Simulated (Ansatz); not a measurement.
HGe(SiH3)3 (Si₃GeH₁₀), relaxed as a singlet with RKS r2SCAN-D4/def2-SVP in Ansatz, starting from the GFN2-xTB geometry. Force threshold 0.02 eV/Å.

Start:

```xyz
14

Ge   -0.480    0.018    0.006
Si    0.159   -0.366   -2.228
Si   -0.094   -1.790    1.466
Si    0.217    2.133    0.781
H    -2.011    0.116   -0.059
H     1.606   -0.169   -2.362
H    -0.491    0.559   -3.159
H    -0.138   -1.727   -2.680
H     1.319   -1.818    1.860
H    -0.887   -1.713    2.694
H    -0.391   -3.077    0.832
H     0.616    2.986   -0.343
H    -0.811    2.853    1.536
H     1.387    1.995    1.655
```

| step | energy (eV) | largest force component (eV/Å) | SCF passes |
| --- | --- | --- | --- |
| 1 | -80297.0807 | 0.610 | 15 |
| 2 | -80297.1833 | 0.298 | 18 |
| 3 | -80297.2218 | 0.062 | 18 |
| 4 | -80297.2243 | 0.035 | 19 |
| 5 | -80297.2401 | 0.061 | 16 |
| 6 | -80297.2449 | 0.295 | 16 |
| 7 | -80297.2506 | 0.126 | 18 |
| 8 | -80297.2567 | 0.009 | 17 |
| 9 | -80297.2571 | 0.224 | 17 |
| 10 (rejected) | -80297.2569 | 0.173 | 18 |
| 11 | -80297.2629 | 0.032 | 19 |
| 12 | -80297.2637 | 0.004 | 18 |
| 13 | -80297.2643 | 0.062 | 17 |
| 14 | -80297.2646 | 0.031 | 13 |
| 15 | -80297.2647 | 0.001 | 12 |
| 16 | -80297.2648 | 0.003 | 18 |

Force components are those of the run's own axes.

End:

| atom | x (Å) | y (Å) | z (Å) |
| --- | --- | --- | --- |
| Ge1 | -0.678 | 0.038 | -0.074 |
| Si2 | 0.321 | -0.416 | -2.187 |
| Si3 | -0.147 | -1.711 | 1.453 |
| Si4 | 0.142 | 2.109 | 0.768 |
| H5 | -2.209 | 0.123 | -0.239 |
| H6 | 1.805 | -0.486 | -2.018 |
| H7 | 0.000 | 0.665 | -3.167 |
| H8 | -0.161 | -1.722 | -2.731 |
| H9 | 1.339 | -1.798 | 1.593 |
| H10 | -0.740 | -1.438 | 2.797 |
| H11 | -0.660 | -3.023 | 0.955 |
| H12 | -0.167 | 3.225 | -0.178 |
| H13 | -0.469 | 2.418 | 2.097 |
| H14 | 1.625 | 2.014 | 0.930 |

By distances, no bond broke or formed. The bond that changes most is Si4–H13, from 1.46 to 1.49 Å (atoms count from 1).

The force fell under the threshold at step 8, but the optimiser went on and released 0.008 eV more. No frequencies were taken in this run, so the end may be a saddle point.

Run time 46 s (2 threads of AMD EPYC 7R13 on a shared host).
